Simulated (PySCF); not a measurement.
A mixed set of molecules. Method: TDDFT PBE0/def2-SVPD, vertical, gas phase, core orbitals frozen in the response in PySCF. Geometries: PBE0-D3(BJ)/def2-SVP; one conformer of each isolated species. Triplets are in the Tamm–Dancoff approximation. Atoms past krypton carry core potentials; spin–orbit coupling is left out.

Question: Rank by computed lowest singlet excitation energy, lowest first.
A. `[SiH3]n1cccc1`
B. `CC(=O)c1ncsn1`
C. `CO[SiH2]P`
D. `CSc1ccnn1C1CC1`
E. `C=CCC(F)F`
F. `CC(=C)[SiH3]`
G. `[CH3][Ge]([CH3])([F])[F]`
H. `[O]=[W]([F])([F])([F])[F]`

Answer: B (3.61 eV), D (5.04 eV), A (5.34 eV), H (5.64 eV), C (6.21 eV), F (6.75 eV), E (7.40 eV), G (8.08 eV).

| SMILES | S1 (eV) | gap (eV) | first f ≥ 0.01 (nm) | α (au) | f (S1) | T1 (eV) | S1 mainly |
| --- | --- | --- | --- | --- | --- | --- | --- |
| CC(=O)c1ncsn1 | 3.61 | 5.39 | 223 | 80.0 | 0.000 | – | H→L (86%) |
| CSc1ccnn1C1CC1 | 5.04 | 6.32 | 217 | 115.8 | 0.004 | 4.25 | H→L (88%) |
| [SiH3]n1cccc1 | 5.34 | 6.41 | 207 | 79.2 | 0.000 | 4.12 | H→L (97%) |
| [O]=[W]([F])([F])([F])[F] | 5.64 | 7.51 | – | 42.8 | 0.002 | 5.48 | H-1/H→L (100%) |
| CO[SiH2]P | 6.21 | 7.48 | 200 | 72.5 | 0.018 | 5.47 | H→L (48%) |
| C=C(C)[SiH3] | 6.75 | 7.32 | 178 | 67.1 | 0.002 | 4.13 | H-1→L (94%) |
| C=CCC(F)F | 7.40 | 7.72 | 168 | 52.4 | 0.360 | – | H→L (84%) |
| [CH3][Ge]([CH3])([F])[F] | 8.08 | 9.19 | 153 | 52.8 | 0.170 | 7.61 | H→L (99%) |

H and L stand for HOMO and LUMO; a dash means that no computed state gives the value. A slash joins orbitals within 0.01 eV of each other, whose weights are summed (≥ marks a lower bound).

- `CC(=O)c1ncsn1`: Löwdin shares by element: HOMO oxygen 64%, carbon 30% or more; LUMO carbon 26% or more, nitrogen 23% or more, sulfur 19% (atoms not listed hold the other 32%).
- `CSc1ccnn1C1CC1`: Löwdin shares by element: HOMO sulfur 38%, carbon 22% or more, nitrogen 16% or more (atoms not listed hold the other 23%); LUMO sulfur 43%, carbon 23% or more, hydrogen 6% or more (atoms not listed hold the other 28%).
- `[SiH3]n1cccc1`: Löwdin shares by element: HOMO carbon 84% (atoms not listed hold the other 16%); LUMO silicon 41%, hydrogen 33% or more (atoms not listed hold the other 26%).
- `[O]=[W]([F])([F])([F])[F]`: for S1 the Löwdin share of tungsten is 9% in HOMO and 68% in LUMO (ligand-to-metal charge transfer by this measure).
- `CO[SiH2]P`: Löwdin shares by element: HOMO phosphorus 55%, silicon 14%, oxygen 11%, hydrogen 5% or more; LUMO silicon 31%, phosphorus 23%, hydrogen 9% or more, carbon 8% (atoms not listed hold the other 30%).
- `C=C(C)[SiH3]`: Löwdin shares by element: HOMO carbon 78%, silicon 6% (atoms not listed hold the other 16%); LUMO carbon 66% or more, silicon 8%, hydrogen 6% or more (atoms not listed hold the other 19%).
- `C=CCC(F)F`: Löwdin shares by element: HOMO carbon 81% or more (atoms not listed hold the other 19%); LUMO carbon 76% or more, hydrogen 6% or more (atoms not listed hold the other 18%).
- `[CH3][Ge]([CH3])([F])[F]`: Löwdin shares by element: HOMO carbon 48%, germanium 18%, fluorine 9% or more (atoms not listed hold the other 25%); LUMO germanium 31%, carbon 29%, hydrogen 6% or more (atoms not listed hold the other 34%).
